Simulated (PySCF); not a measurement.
## A survey of ¹⁵N NMR shifts

[PySCF 2.14: GIAO PBE0/pcSseg-1 shieldings; coordinates at the GFN2-xTB level; non-relativistic; equivalent nuclei averaged; one computed conformer; no solvent model]

Shieldings were converted by a linear fit to measured shifts: ¹⁵N (scatter 6.3 ppm rms vs CH3NO2, solution or neat liquid). Occasional misses reach two or three times the rms, and more in compound classes unlike the fitted ones.

Question: Give the ¹⁵N shifts of `CO[SiH2]NC(C)(C)C`, `CN(C)[Si@H]1[SiH2][C@H](C)[SiH2]1`.

Answer: 
| compound | environment | δ (ppm) |
| --- | --- | --- |
| CO[SiH2]NC(C)(C)C | nitrogen bonded to C, Si, H | -334.2 |
| CN(C)[Si@H]1[SiH2][C@H](C)[SiH2]1 | nitrogen bonded to 2 C, Si | -377.5 |

Question: Match the shifts -7.2, -61.6, -121.2, -347.3, -394.4 ppm to `CO[SiH2]CCN(C)C`, `O=C(O)C1=C[Si@@H](N[SiH3])C=C1`, `C=N[SiH2][C@@H](C)[SiH2]C[SiH3]`, `C[Si]([SiH3])([SiH3])CC#N`, `C[Si@@]([SiH3])(C#N)C[SiH3]`.

Answer: -7.2: C=N[SiH2][C@@H](C)[SiH2]C[SiH3] (imine nitrogen); -61.6: C[Si@@]([SiH3])(C#N)C[SiH3] (nitrile nitrogen); -121.2: C[Si]([SiH3])([SiH3])CC#N (nitrile nitrogen); -347.3: CO[SiH2]CCN(C)C (amine nitrogen); -394.4: O=C(O)C1=C[Si@@H](N[SiH3])C=C1 (nitrogen bonded to 2 Si, H).
